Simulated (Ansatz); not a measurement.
Ga3Sb2⁺. The state is a singlet with charge 1. Geometry r2SCAN-D4/def2-SVP, basis def2-TZVP, Ansatz.

```xyz
5

Ga    0.553   -2.087    0.240
Ga   -2.357    0.487   -0.320
Ga    1.364    1.690    0.020
Sb    0.031    0.089    1.629
Sb    0.409   -0.179   -1.569
```

| run | HOMO (eV) | LUMO (eV) |
| --- | --- | --- |
| A | -10.02 | -8.18 |
| B | -9.43 | -8.99 |
| C | -9.47 | -8.82 |
| D | -9.23 | -8.74 |

In the def2 sets Sb takes a core potential; there is no spin–orbit coupling. Another isomer (singlet) lies 0.28 eV lower at PBE0-D4/def2-TZVP; other spin states weren't run for this one.

Problem. The runs used LDA (SPW92), PBE, PBE0, r2SCAN. Estimate which is which.

Solution. A PBE0 (25 % exact exchange); B LDA (SPW92) (0 % exact exchange); C r2SCAN (0 % exact exchange); D PBE (0 % exact exchange). Exact exchange lowers occupied and raises empty levels; among semilocal functionals meta-GGAs tend to open the gap a little, and such runs are hard to tell apart. The gap grows from 0.44 eV (LDA (SPW92)) to 1.83 eV (PBE0). The restricted singlet is unstable towards broken spin symmetry in Hartree–Fock (as tested in another run); at PBE0-D4/def2-TZVP, LDA (SPW92)/def2-TZVP, r2SCAN-D4/def2-TZVP, PBE-D4/def2-TZVP this wasn't settled.
